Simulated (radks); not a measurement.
The numbers below are computed, except where a source is named.
Orbital eigenvalues (eV) of the tin ion Sn3+, [Kr] 4d10 5s1, at several levels of relativity; Dirac values are averaged over j with weights 2j + 1. Spin-unpolarised spherical Kohn-Sham, PBE, point nucleus unless stated (finite: rms radius 4.6519 fm), a radial shooting solver on a logarithmic mesh with Libxc functionals. A level marked "c x" has the speed of light scaled by that factor.

| shell | non-rel. | scalar-rel. | scalar-rel., finite nucleus | Dirac, c x 0.85 | change of magnitude, last against first (%) |
|---|---|---|---|---|---|
| 1s | -28001 | -29044 | -29042 | -29460 | +5.21 |
| 2s | -4156.1 | -4409.8 | -4409.6 | -4512.8 | +8.58 |
| 2p | -3889.7 | -3961.7 | -3961.7 | -3994.3 | +2.69 |
| 3s | -822.90 | -874.89 | -874.85 | -896.16 | +8.90 |
| 3p | -713.08 | -728.45 | -728.45 | -735.45 | +3.14 |
| 3d | -509.46 | -503.05 | -503.06 | -499.72 | -1.91 |
| 4s | -153.11 | -163.44 | -163.43 | -167.77 | +9.57 |
| 4p | -116.59 | -119.19 | -119.19 | -120.48 | +3.34 |
| 4d | -56.086 | -55.063 | -55.064 | -54.643 | -2.57 |
| 5s | -34.567 | -35.962 | -35.960 | -36.559 | +5.76 |
